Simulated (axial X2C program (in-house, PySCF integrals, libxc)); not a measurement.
## Nuclear properties of ClMoCl⁻

Calculated with an in-house all-electron X2C program for linear molecules (integrals from PySCF): two-component X2C with atomic mean-field Coulomb and Gaunt terms, Gaussian nuclei, basis Cl dyall-av3z, Mo dyall-v3z with contracted cores.

Cl–Mo–Cl held linear, with bonds 2.429 and 2.429 Å (near the PBE0 minimum at charge -1 of the determinant lowest at the starting distance; the state shown can have its own minimum elsewhere, held linear; other orders of the atoms were not compared).

Input and command:
```json
{"zs": [17, 42, 17], "q": -1, "bas": ["dyall-av3z", "dyall-v3z", "dyall-av3z"], "r0": [2.37, 2.37], "symm": 1, "scan": ["PBE0", "HF", "r2SCAN"], "levels": ["PBE0", "HF", "LDA"], "nst": 2}
```
```bash
python solin.py task.json out
```

Keys: zs atomic numbers; q charge; bas basis sets; r0 starting distance in Å; symm equal bonds; scan levels of the two-bond scan; levels methods; nst determinants followed.

Determinant lowest in the PBE0 search, Ω = 5/2 (⟨Sz⟩ = 2.50, ⟨Lz⟩ = 0.00 at PBE0), spin on the atoms Cl -0.01, Mo 2.51, Cl -0.01:

| level | A∥/gI Cl (MHz) | qzz Cl (a.u.) | A∥/gI Mo (MHz) | qzz Mo (a.u.) |
| --- | --- | --- | --- | --- |
| PBE0 | -8.18 | 0.72 | 322 | -2.28 |
| HF | -13.7 | 0.52 | 158 | -2.85 |
| LDA | -9.9 | 0.76 | 420 | -2.05 |

Determinant 1.29 eV from it at PBE0 and this distance, Ω = 1/2 (⟨Sz⟩ = 1.50, ⟨Lz⟩ = -1.00 at PBE0), spin on the atoms Cl 0.00, Mo 1.50, Cl 0.00:

```
level  A∥/gI Cl (MHz)  qzz Cl (a.u.)  A∥/gI Mo (MHz)  qzz Mo (a.u.)
 PBE0            -141           0.63           -1180          -2.11
   HF            -157           0.55           -1800          -2.98
  LDA            -181           0.57            -951          -1.63
```

A∥ (defined per Ω) follows by multiplying with gI = μI/(I μN); qzz is the electric field gradient, eQq0 = 234.96 MHz × Q/barn × qzz. The operators were transformed with the bare-nucleus X2C matrices; with these basis sets, hyperfine constants and field gradients can be off by tens of per cent, and where levels differ in sign neither size nor sign is settled.

With gI(35Cl) = 0.5479, Q(35Cl) = -0.08112 barn, Q(95Mo) = -0.022 barn (g factors from the IAEA table of nuclear moments by Stone; Q from Pyykkö, Mol. Phys. 2018), turn the PBE0 values of the first state into constants in MHz.

A∥(35Cl) = -8.18 × 0.5479 = -4.48 MHz; eQq0(35Cl) = 234.96 × (-0.08112) × (0.72) = -13.7 MHz; eQq0(95Mo) = 234.96 × (-0.022) × (-2.28) = 11.8 MHz.

The molecule was held linear; bending was not examined, so a bent shape may lie lower.

Each state is one determinant with collinear spin, which with several unpaired electrons need not be a pure state. Unrestricted Hartree–Fock can overshoot spin polarisation at the nuclei. For an anion, determinants above electron detachment, or with a positive highest level, are held by the basis set. This is the top spin component of a Σ state; components of lower Ω are not single determinants and can lie lower. With several open shells hyperfine constants can be off by a factor of several. The search compared states at one distance, so a state with another bond length can lie lower. Where a field gradient or hyperfine factor spreads by more than a factor of two over the levels, a constant derived from it is not to be relied on. PBE0 term energies can be off by some tenths of an eV.
